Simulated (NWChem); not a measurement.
Molecule: InH$_{2}$S$_{2}$Cl; SMILES [In]([SH])([SH])[Cl]

```xyz
6

In     0.0000     0.0000    -0.0067
Cl     0.0000     0.0000     2.3335
S     -2.1357     0.0000    -1.0841
H     -1.5956     0.0000    -2.3240
S      2.1357     0.0000    -1.0841
H      1.5956     0.0000    -2.3240
```
Atoms are numbered in this order, from 1.

All runs: NWChem. Medium grid unless said otherwise, to which SCAN and Minnesota functionals are sensitive. All runs use the structure optimised with PBE0/def2-SVP. def2 effective core potentials on In; no spin-orbit coupling.

### Question
Order these by “dipole (D)”, lowest first: MPW1K/def2-SVP; B3LYP/def2-SVP; BHandHLYP/def2-SVP.

### Answer
B3LYP/def2-SVP (2.96), BHandHLYP/def2-SVP (3.06), MPW1K/def2-SVP (3.16)
